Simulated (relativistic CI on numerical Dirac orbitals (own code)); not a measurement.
**Si+: calculation against measurement**

Method of calculation: Dirac-Coulomb-Breit CI, separate exchange-only KLI orbitals for each configuration, model QED (radiative potential, 1s self-energy scaled to tabulated hydrogen-like ionisation energies), valence Slater integrals scaled by 0.85, P86 correlation estimate, and configurations built on the next ion tied to the tabulated ionisation energy (semi-empirical) (own radial code, finite nucleus).

Configuration list (outside the closed core [Ne]): 3s²3p, 3s3p², 3s²4s, 3s²3d, 3s²4p, 3s²5s, 3s²4d, 3s²4f, 3s²5p, 3s3p3d, 3s²5d, 3s²5f, 3s²5g, 3s3p4s, 3p³, 3s3p4p, 3p3d², 3p²4s, 3s4s², 3p²3d, 3s3d4s, 3s3d². Levels of other configurations are missing.

```csv
Configuration,Term (tabulated),J,Measured (cm⁻¹),Computed,Error,Purity (%)
3s²3p,2P°,1/2,0.0,0,0,96
3s²3p,2P°,3/2,287.2,271,-16,96
3s3p²,4P,1/2,42824.3,41039,-1786,99
3s3p²,4P,3/2,42932.6,41141,-1791,99
3s3p²,4P,5/2,43107.9,41308,-1800,99
3s3p²,2D,3/2,55309.3,53495,-1814,60
3s3p²,2D,5/2,55325.2,53512,-1814,60
3s²4s,2S,1/2,65500.5,59871,-5630,96
3s3p²,2S,1/2,76665.4,75361,-1304,96
3s²3d,2D,3/2,79338.5,75921,-3417,60
3s²3d,2D,5/2,79355.0,75934,-3421,59
3s²4p,2P°,1/2,81191.3,81349,157,99
3s²4p,2P°,3/2,81251.3,81407,156,99
3s3p²,2P,1/2,83801.9,82545,-1256,93
3s3p²,2P,3/2,84004.3,82734,-1270,93
3s²5s,2S,1/2,97972.1,98584,612,100
3s²4d,2D,3/2,101023.1,101650,627,95
3s²4d,2D,5/2,101024.4,101649,625,95
3s²4f,2F°,7/2,103556.0,103965,409,99
3s²4f,2F°,5/2,103556.2,103965,409,99
3s²5p,2P°,1/2,103860.7,104536,675,99
3s²5p,2P°,3/2,103885.2,104559,674,99
3s3p3d,2D°,3/2,108778.7,109603,824,64
3s3p3d,2D°,5/2,108820.6,109649,828,64
3s²5d,2D,3/2,112394.6,113119,724,98
3s²5d,2D,5/2,112394.7,113118,724,98
3s²5f,2F°,7/2,113760.1,113982,222,99
3s²5f,2F°,5/2,113760.3,113982,222,99
3s²5g,2G,7/2,114177.1,114280,103,100
3s²5g,2G,9/2,114177.1,114280,103,100
3s3p3d,4F°,3/2,114265.6,114841,575,100
3s3p3d,4F°,5/2,114327.1,114902,575,100
3s3p3d,4F°,7/2,114414.6,114989,574,100
3s3p3d,4F°,9/2,114529.1,115103,574,100
3s3p4s,4P°,1/2,116862.4,117506,644,99
3s3p4s,4P°,3/2,116978.4,117625,646,99
3s3p4s,4P°,5/2,117178.1,117828,650,99
3s3p4s,2P°,1/2,121444.1,123087,1643,94
3s3p4s,2P°,3/2,121590.2,123307,1717,91
3p³,4S°,3/2,123033.5,122015,-1019,98
3s3p3d,4D°,5/2,124316.9,124048,-269,97
3s3p3d,4D°,3/2,124325.3,124015,-311,97
3s3p3d,4D°,1/2,124337.3,123984,-353,98
3s3p3d,4D°,7/2,124449.5,124072,-378,99
3s3p3d,4P°,5/2,124567.4,123247,-1320,97
3s3p3d,4P°,3/2,124615.6,123346,-1270,94
3s3p3d,4P°,1/2,124638.9,123414,-1225,98
```

Measured levels from NIST Handbook of Basic Atomic Spectroscopic Data (Sansonetti and Martin, J. Phys. Chem. Ref. Data 34, 1559 (2005)); pairs were made by configuration, J and term (by order where the table uses no LS term), so strongly mixed levels may be paired wrongly.

Mean error by configuration (cm⁻¹): 3s²3p -16; 3s3p² -1604; 3s²4s -5630; 3s²3d -3419; 3s²4p 157; 3s²5s 612; 3s²4d 626; 3s²4f 409; 3s²5p 675; 3s3p3d -90; 3s²5d 724; 3s²5f 222; 3s²5g 103; 3s3p4s 1060; 3p³ -1019. Over the excited levels the mean absolute error is 1025 cm⁻¹ (46 of the 47 excited levels that our extract of the source holds in range could be paired, and the others can miss by more), and the median relative error of those above 1,000 cm⁻¹ is 0.64 %.
